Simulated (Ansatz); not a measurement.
`[OH][AlH]/[CH]=C/F`, relaxed with RKS PBE-D4/def2-SVP in Ansatz 0.2.0 from a rough embedded geometry. The force threshold is 0.03 eV/Å; the program also tests the step.

Total charge 0; spin multiplicity 1.

Start:

```xyz
9

O    -0.913    1.176    1.702
Al   -0.247    1.297    0.057
C     0.238   -0.348   -0.893
C     0.183   -1.522   -0.352
F     0.477   -2.658   -1.041
H    -0.178    1.241    2.362
H    -0.005    2.728   -0.635
H     0.730   -0.234   -1.888
H    -0.286   -1.680    0.688
```

```json
{"step": "1", "energy (eV)": "-13481.6375", "largest force (eV/Å)": "3.243", "largest move (Å)": "0.000"}
{"step": "2", "energy (eV)": "-13481.6434", "largest force (eV/Å)": "1.723", "largest move (Å)": "0.172"}
{"step": "3", "energy (eV)": "-13481.8454", "largest force (eV/Å)": "1.297", "largest move (Å)": "0.113"}
{"step": "4", "energy (eV)": "-13481.9292", "largest force (eV/Å)": "0.737", "largest move (Å)": "0.200"}
{"step": "5", "energy (eV)": "-13481.9766", "largest force (eV/Å)": "1.460", "largest move (Å)": "0.195"}
{"step": "6", "energy (eV)": "-13482.0707", "largest force (eV/Å)": "0.296", "largest move (Å)": "0.200"}
{"step": "7", "energy (eV)": "-13482.0776", "largest force (eV/Å)": "0.251", "largest move (Å)": "0.027"}
{"step": "8", "energy (eV)": "-13482.0792", "largest force (eV/Å)": "0.254", "largest move (Å)": "0.009"}
{"step": "9", "energy (eV)": "-13482.0920", "largest force (eV/Å)": "0.030", "largest move (Å)": "0.103"}
{"step": "10 (rejected)", "energy (eV)": "-13482.0898", "largest force (eV/Å)": "0.341", "largest move (Å)": "0.056"}
{"step": "11", "energy (eV)": "-13482.0925", "largest force (eV/Å)": "0.025", "largest move (Å)": "0.023"}
```

End:

```xyz
9

O    -0.524    0.946    1.721
Al   -0.054    1.267    0.093
C     0.268   -0.328   -0.953
C     0.147   -1.542   -0.384
F     0.358   -2.698   -1.041
H    -0.711    1.643    2.368
H     0.089    2.761   -0.455
H     0.563   -0.318   -2.018
H    -0.136   -1.731    0.668
```

It took 18 s on 2 threads of an Arm Neoverse V2 on a shared host, with 0.15 GiB of host memory at the peak.
